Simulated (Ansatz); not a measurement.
C3H9NSi can be A, `C/C=N/C[SiH3]`, or B, `C=C([SiH3])NC`.

Gas-phase electronic energies from Ansatz, PBE0-D4/def2-TZVP geometries. CCSD(T)/CBS is the MP2 limit (def2-TZVPP, def2-QZVPP) plus CCSD(T) − MP2 in def2-TZVPP, frozen cores. Functionals use def2-TZVPP. B3LYP here is the variant with VWN-RPA as its local correlation; programs differ in this. One conformer a species, not always the lowest.

Q: Which isomer does CCSD(T)/CBS put lower? Give the gap. (Best estimate.)

A: Computed: A, by 22.8 kJ/mol.

Q: Give E(B) − E(A) in kJ/mol with PBE0-D4, PBE-D4, B3LYP-D4, ωB97M-V, r2SCAN-D4, CCSD(T)/def2-TZVPP, HF/def2-TZVPP. (Estimate.)

A: The calculation gave: PBE0-D4 19.2, PBE-D4 19.6, B3LYP-D4 20.2, ωB97M-V 21.7, r2SCAN-D4 20.1, CCSD(T)/def2-TZVPP 26.4, HF/def2-TZVPP 31.6. None reverses the order clearly.

Largest T1 diagnostic: 0.012.

In def2-TZVPP, CCSD(T) changes the Hartree–Fock value by −5.2 kJ/mol (the triples alone add −1.2 kJ/mol) and MP2 by −7.3 kJ/mol. The D4 term adds −5.5 kJ/mol with B3LYP and −2.8 kJ/mol with PBE0; it sums over pairs of atoms, weighted by their polarisabilities, and B3LYP, whose exchange is more repulsive, gets the larger term.
